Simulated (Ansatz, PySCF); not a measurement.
Bond stretch in H₃FSi, SMILES F[SiH3], singlet. The Si1–H5 bond (Si1 also carries F, H, H; H5 carries nothing else) is pulled apart rigidly from the PBE0/def2-TZVP optimised geometry.

- UHF/cc-pVDZ (PySCF)
- RHF/cc-pVDZ (PySCF)
- UKS-BLYP = PySCF 2.14.0 with unrestricted BLYP/cc-pVDZ
- RKS-BLYP = restricted BLYP/cc-pVDZ in PySCF
- UKS-LDA (SVWN5) = PySCF with unrestricted LDA (SVWN5)/cc-pVDZ
- RKS-LDA (SVWN5) = PySCF 2.14.0 with restricted LDA (SVWN5)/cc-pVDZ
- UKS-B3LYP = PySCF with unrestricted B3LYP/cc-pVDZ
- RKS-B3LYP = restricted B3LYP/cc-pVDZ (PySCF)
- UKS-PBE = Ansatz (a first-principles code) with unrestricted PBE/cc-pVDZ
- RKS-PBE = restricted PBE/cc-pVDZ (Ansatz)
- UKS-B3LYP/6-31G* = unrestricted B3LYP/6-31G*, spherical d run with PySCF
- RKS-B3LYP/6-31G* = PySCF with restricted B3LYP/6-31G*, spherical d

Scanned distances (Å): 1.18, 1.27, 1.32, 1.39, 1.45, 1.48, 1.52, 1.56, 1.63, 1.72, 1.83, 1.99, 2.23, 2.44, 2.64, 2.96, 3.23, 3.63, 3.95, 4.39, 5.18.

**Question.** Where does the unrestricted solution first break spin symmetry (<S²> of 0.01 or more)?

**Answer.** UHF: between 1.99 and 2.23 Å; UKS-BLYP: between 2.64 and 2.96 Å; UKS-LDA (SVWN5): between 2.64 and 2.96 Å; UKS-B3LYP: between 2.44 and 2.64 Å; UKS-PBE: between 2.64 and 2.96 Å; UKS-B3LYP/6-31G*: between 2.44 and 2.64 Å.

```csv
R / Å,<S²> UHF,E(RHF) − E(UHF) / mEh,<S²> UKS-BLYP,E(RKS-BLYP) − E(UKS-BLYP) / mEh,<S²> UKS-LDA (SVWN5),E(RKS-LDA (SVWN5)) − E(UKS-LDA (SVWN5)) / mEh,<S²> UKS-B3LYP,E(RKS-B3LYP) − E(UKS-B3LYP) / mEh,<S²> UKS-PBE,E(RKS-PBE) − E(UKS-PBE) / mEh,<S²> UKS-B3LYP/6-31G*,E(RKS-B3LYP/6-31G*) − E(UKS-B3LYP/6-31G*) / mEh
1.18,0.00,0.0,0.00,0.0,0.00,0.0,0.00,0.0,0.00,0.0,0.00,0.0
1.27,0.00,0.0,0.00,0.0,0.00,0.0,0.00,0.0,0.00,0.0,0.00,0.0
1.32,0.00,0.0,0.00,0.0,0.00,0.0,0.00,0.0,0.00,0.0,0.00,0.0
1.39,0.00,0.0,0.00,0.0,0.00,0.0,0.00,0.0,0.00,0.0,0.00,0.0
1.45,0.00,0.0,0.00,0.0,0.00,0.0,0.00,0.0,0.00,0.0,0.00,0.0
1.48,0.00,0.0,0.00,0.0,0.00,0.0,0.00,0.0,0.00,0.0,0.00,0.0
1.52,0.00,0.0,0.00,0.0,0.00,0.0,0.00,0.0,0.00,0.0,0.00,0.0
1.56,0.00,0.0,0.00,0.0,0.00,0.0,0.00,0.0,0.00,0.0,0.00,0.0
1.63,0.00,0.0,0.00,0.0,0.00,0.0,0.00,0.0,0.00,0.0,0.00,0.0
1.72,0.00,0.0,0.00,0.0,0.00,0.0,0.00,0.0,0.00,0.0,0.00,0.0
1.83,0.00,0.0,0.00,0.0,0.00,0.0,0.00,0.0,0.00,0.0,0.00,0.0
1.99,0.00,0.0,0.00,0.0,0.00,0.0,0.00,0.0,0.00,0.0,0.00,0.0
2.23,0.18,1.0,0.00,0.0,0.00,0.0,0.00,0.0,0.00,0.0,0.00,0.0
2.44,0.53,11.7,0.00,0.0,0.00,0.0,0.00,0.0,0.00,0.0,0.00,0.0
2.64,0.72,27.6,0.00,0.0,0.00,0.0,0.17,0.6,0.00,0.0,0.16,0.6
2.96,0.88,56.0,0.39,2.9,0.21,0.5,0.58,8.8,0.48,3.3,0.58,8.8
3.23,0.94,79.1,0.65,9.0,0.57,5.2,0.78,18.8,0.76,11.2,0.78,19.1
3.63,0.98,108.9,0.86,19.0,0.83,14.9,0.92,33.5,0.94,24.0,0.93,34.4
3.95,0.99,128.6,0.94,26.1,0.92,22.1,0.97,43.4,0.98,32.6,0.97,44.9
4.39,1.00,150.1,0.99,33.7,0.98,30.0,0.99,53.8,1.00,41.2,0.99,55.7
5.18,1.00,175.2,1.00,41.4,1.00,38.2,1.00,64.8,1.00,49.5,1.00,66.9
```
